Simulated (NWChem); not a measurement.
Everything below was run with NWChem. System: C2H6Mg, charge 0, spin multiplicity 1, at a geometry optimised with PBE/def2-SVP. The structure started from a generated list of species. Level: MP2/def2-TZVP, 7 core orbitals frozen.

The NWChem input:

```
start mol
memory heap 200 mb stack 900 mb global 1100 mb
geometry units angstroms nocenter noautoz
  Mg     0.000000     0.000000     0.000320
  C     -0.273803    -2.092299    -0.000142
  H      0.013337    -2.551499    -0.971225
  H     -1.333002    -2.374641     0.186460
  H      0.334171    -2.594567     0.783695
  C      0.273803     2.092299    -0.000142
  H      1.333002     2.374641     0.186460
  H     -0.334171     2.594567     0.783695
  H     -0.013337     2.551499    -0.971225
  symmetry group C2
end
basis spherical
  * library def2-tzvp
end
scf
  rhf
  nopen 0
  maxiter 100
  thresh 1e-7
  semidirect memsize 60000000 filesize 0
end
mp2
  freeze core 7
end
task mp2 energy
```

Part of the output:

```
             Northwest Computational Chemistry Package (NWChem) 7.3.0
             --------------------------------------------------------

                                NWChem Input Module
                                -------------------

 Scaling coordinates for geometry "geometry" by  1.889725989
 (inverse scale =  0.529177249)

 Turning off AUTOSYM since
 SYMMETRY directive was detected!

                             Geometry "geometry" -> ""
                             -------------------------

 Output coordinates in angstroms (scale by  1.889725989 to convert to a.u.)

  No.       Tag          Charge          X              Y              Z
 ---- ---------------- ---------- -------------- -------------- --------------
    1 Mg                  12.0000     0.00000000     0.00000000     0.00032000
    2 C                    6.0000    -0.27380300    -2.09229900    -0.00014200
    3 H                    1.0000     0.01333700    -2.55149900    -0.97122500
    4 H                    1.0000    -1.33300200    -2.37464100     0.18646000
    5 H                    1.0000     0.33417100    -2.59456700     0.78369500
    6 C                    6.0000     0.27380300     2.09229900    -0.00014200
    7 H                    1.0000     1.33300200     2.37464100     0.18646000
    8 H                    1.0000    -0.33417100     2.59456700     0.78369500
    9 H                    1.0000    -0.01333700     2.55149900    -0.97122500

 Effective nuclear repulsion energy (a.u.)      78.4090148780

            Nuclear Dipole moment (a.u.)
            ----------------------------
        X                 Y               Z
 ---------------- ---------------- ----------------
     0.0000000000     0.0000000000    -0.0000075589

      Symmetry information
      --------------------

 Group name             C2
 Group number              4
 Group order               2
 No. of unique centers     5

      Symmetry unique atoms

     1    2    3    4    5


 Summary of "ao basis" -> "" (spherical)
 ------------------------------------------------------------------------------
       Tag                 Description            Shells   Functions and Types
[...]
     1   1 0 0     -0.000000      0.000000      0.000000
     1   0 1 0     -0.000000      0.000000      0.000000
     1   0 0 1      0.000486      0.000000     -0.000008

     2   2 0 0    -17.570115      0.000000     16.702232
     2   1 1 0     -1.439192      0.000000     40.721627
     2   1 0 1     -0.000000      0.000000      0.000000
     2   0 2 0    -28.380576      0.000000    322.446649
     2   0 1 1     -0.000000      0.000000      0.000000
     2   0 0 2    -17.381125      0.000000     11.371868

                   NWChem MP2 Semi-direct Energy/Gradient Module
                   ---------------------------------------------

  Basis functions       =    130
  Molecular orbitals    =    130
  Frozen core           =      7
  Frozen virtuals       =      0
  Active alpha occupied =      8
  Active beta occupied  =      8
  Active alpha virtual  =    115
  Active beta virtual   =    115
  Use MO symmetry       = T
  Use skeleton AO sym   = T

  AO/Fock/Back tols     =   1.0D-09  1.0D-09  1.0D-09

 GA uses MA = F    GA memory limited = T

 Available:
  local mem=  1.26D+08
 global mem=  1.44D+08
 local disk=  0.00D+00
  mp2_memr nvloc                   115
  nvloc new                   115
   1 passes of   8:        5242880                      80457                  24186502.
   1 passes of   8: M    126149971           G      144145400           F     120907091.

 Semi-direct pass number   1 of   1  for RHF alpha+beta  at        5.3s
  vrange nnbf                  7723
  mp2_eaftype                    92  avail_ma_in_mb                  1099
 EAF : mp2_eaftype filesize          92   12093251.
  mp2_eaf for mointskh                     92
Node 0 wrote     56.8 Mb in      0.2 s     Agg I/O rate:   244.3 Mb/s
 Done moints_semi at       11.7s
  mp2_eaftype                    92  avail_ma_in_mb                  1007
 EAF : mp2_eaftype filesize          92   12093251.
  mp2_eaf for kh                    92
 Done maket at       11.9s
 Done multipass loop at       11.9s

          -------------------------------------------
          SCF energy                -278.838866425679
          Correlation energy          -0.395633742793
          Singlet pairs               -0.271986244188
          Triplet pairs               -0.123647498605
          Total MP2 energy          -279.234500168472
          -------------------------------------------

          ---------------------------------------------------
                    Spin Component Scaled (SCS) MP2
          Same spin pairs                     -0.082431665737
          Same spin scaling factor             0.333333333333
          Opposite spin pairs                 -0.313202077056
          Opposite spin scaling fact.          1.200000000000
          SCS-MP2 correlation energy          -0.403319714380
          Total SCS-MP2 energy              -279.242186140059
          ---------------------------------------------------

 -----------------------
 Performance information
 -----------------------

 Timer overhead =  1.26D-07 seconds/call

               Nr. of calls         CPU time (s)                 Wall time (s)                GFlops
             ---------------    -------------------     ------------------------------   -------------------
Name         Min   Avg   Max    Min     Avg     Max     Min     Avg     Max   Mx/calls   Min     Max     Sum
mp2: moin     1     1     1    6.4     6.4     6.4      6.4     6.4     6.4     6.4      0.0     0.0     0.0
mp2: make     1     1     1   0.29    0.29    0.29     0.29    0.29    0.29    0.29      0.0     0.0     0.0
mp2: tota     1     1     1    6.7     6.7     6.7      6.7     6.7     6.7     6.7      0.0     0.0     0.0

 The average no. of pstat calls per process was 3.00D+00
 with a timing overhead of 3.77D-07s

 Task  times  cpu:       11.9s     wall:       11.9s

 Total times  cpu:       12.0s     wall:       12.0s
```
